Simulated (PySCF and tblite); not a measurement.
Values are calculated unless marked as measured or tabulated.
Stationary points of C5H8ClF3 at GFN2-xTB, in Å:

Structure A

```
 1 C    -0.555    1.482    0.064
 2 C    -0.356    0.042   -0.410
 3 C     0.637   -0.726    0.474
 4 C     2.048   -0.156    0.394
 5 F     2.501   -0.182   -0.902
 6 C    -1.724   -0.664   -0.528
 7 F    -1.992   -0.955   -1.818
 8 F    -2.745    0.119   -0.131
 9 Cl   -1.889   -2.193    0.391
10 H     0.381    2.027   -0.004
11 H    -1.283    1.993   -0.561
12 H    -0.907    1.504    1.093
13 H     0.049    0.057   -1.429
14 H     0.315   -0.702    1.515
15 H     0.678   -1.765    0.145
16 H     2.102    0.884    0.725
17 H     2.741   -0.766    0.981
```

Structure B

```
 1 C    -0.632    1.436    0.312
 2 C    -0.358    0.117   -0.406
 3 C     0.666   -0.766    0.318
 4 C     2.071   -0.182    0.267
 5 F     2.486   -0.048   -1.035
 6 C    -1.661   -0.654   -0.584
 7 F    -1.477   -1.790   -1.284
 8 F    -2.562    0.057   -1.288
 9 Cl   -2.420   -1.099    0.973
10 H     0.253    2.064    0.296
11 H    -1.436    1.974   -0.184
12 H    -0.919    1.255    1.345
13 H     0.007    0.319   -1.421
14 H     0.381   -0.889    1.363
15 H     0.685   -1.749   -0.156
16 H     2.123    0.815    0.716
17 H     2.787   -0.847    0.758
```

Structure C

```
 1 C    -0.560    1.509   -0.180
 2 C    -0.332    0.018   -0.436
 3 C     0.574   -0.629    0.620
 4 C     2.023   -0.179    0.495
 5 F     2.525   -0.530   -0.734
 6 C    -1.687   -0.684   -0.450
 7 F    -2.531   -0.115   -1.331
 8 F    -2.302   -0.601    0.746
 9 Cl   -1.565   -2.417   -0.882
10 H     0.379    2.050   -0.252
11 H    -1.244    1.919   -0.919
12 H    -0.982    1.663    0.810
13 H     0.111   -0.125   -1.427
14 H     0.215   -0.381    1.619
15 H     0.543   -1.713    0.500
16 H     2.132    0.906    0.578
17 H     2.649   -0.673    1.244
```

The path came from a restrained scan, a climbing-image band and a saddle search at GFN2-xTB; energies are PBE0/pcSseg-1 + D3(BJ)//GFN2-xTB, thermal terms GFN2-xTB.

Problem. Which structure is a saddle point, and along which motion?

Solution. A: one imaginary mode (58i cm⁻¹ at GFN2-xTB, mostly on C1, F8, F7), along the rotation about the C2–C6 bond (torsion C1–C2–C6–F7 from 176° to 54°, falling).

Problem. Give their symmetry and energies above the lowest.

Solution. A C1, 6.9 kcal/mol; B C1, 0.0 kcal/mol; C C1, 0.7 kcal/mol.
